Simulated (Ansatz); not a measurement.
Coupled-cluster run, CH₇FGe₂ (`F[CH2][GeH2][GeH3]`).

```yaml
crystal:
  periodic: [false, false, false]
  atoms:
    - {symbol: F, position_ang: [-1.830629, 1.267749, -0.445102]}
    - {symbol: C, position_ang: [-0.803263, 1.526515, 0.449909]}
    - {symbol: Ge, position_ang: [0.126923, -0.158219, 0.918903]}
    - {symbol: Ge, position_ang: [0.729229, -1.338025, -1.107421]}
    - {symbol: H, position_ang: [-1.232775, 1.998353, 1.337649]}
    - {symbol: H, position_ang: [-0.108474, 2.228688, -0.018914]}
    - {symbol: H, position_ang: [1.379667, 0.213341, 1.736670]}
    - {symbol: H, position_ang: [-0.796039, -1.016999, 1.801799]}
    - {symbol: H, position_ang: [-0.529112, -1.798540, -1.856550]}
    - {symbol: H, position_ang: [1.543735, -0.410489, -2.024567]}
    - {symbol: H, position_ang: [1.586239, -2.569474, -0.771774]}
basis:
  gaussian: {orbitals: def2-TZVPP}
correlation: {method: ccsd_t}
```

```sh
$ ansatz run in.yaml --threads 2 --pin off --events-out ev --progress --plain --max-ram 31744MiB --backend cuda --devices 0, --max-vram 18GiB
```

Log, shortened:

```
Functional definition: HF
1563 factors; integrals over basis functions are off by at most 9.6e-4 eV
mean field evaluation 1: about -116793.4511 eV, gradient 2.6e1 eV
mean field evaluation 2: about -116793.5976 eV, gradient 2.6e1 eV
mean field evaluation 4: about -116795.5529 eV, gradient 3.8e0 eV
mean field evaluation 8: about -116795.5957 eV, gradient 1.8e-1 eV
mean field -116795.59579056 eV, -4292.1589784048 hartree, gradient 1.4e-6 eV, S^2 0.000000; 0 other end points of the search recorded, 0 dependent functions left out
20 core orbitals not correlated: weight in the atoms' cores, before any rotation towards them, 1.000 or more for the frozen orbitals, at most 0.000 for the correlated occupied ones
reference -116795.59579056 eV, -4292.1589784048 hartree; 23, 23 occupied and 213, 213 virtual orbitals, 1563 factors
second order -25.85662307 eV of doubles, -0.00000000 eV of singles
cycle   1  -25.88429148 eV  change   -2.8e-2 eV  update   1.2e-1
cycle   2  -26.69233346 eV  change   -8.1e-1 eV  update   3.4e-2
cycle   3  -26.80489169 eV  change   -1.1e-1 eV  update   1.7e-2
cycle   4  -26.79023406 eV  change    1.5e-2 eV  update   3.9e-3
cycle   5  -26.78874384 eV  change    1.5e-3 eV  update   1.7e-3
cycle   6  -26.78913156 eV  change   -3.9e-4 eV  update   4.4e-4
cycle   7  -26.78880620 eV  change    3.3e-4 eV  update   1.7e-4
cycle   8  -26.78874531 eV  change    6.1e-5 eV  update   5.1e-5
cycle   9  -26.78876480 eV  change   -1.9e-5 eV  update   2.1e-5
perturbative correction -0.90803547 eV, -0.0333696880 hartree
Total energy: -116823.29259083 eV, -4293.1768170410 hartree
```

Run time 4 s (2 threads of an AMD EPYC 7R13 on a shared host and a share of an NVIDIA H100 80 GB); peak host memory 0.85 GiB.

Correlation energy per correlated electron: -0.602 eV. T1 diagnostic: 0.0116.
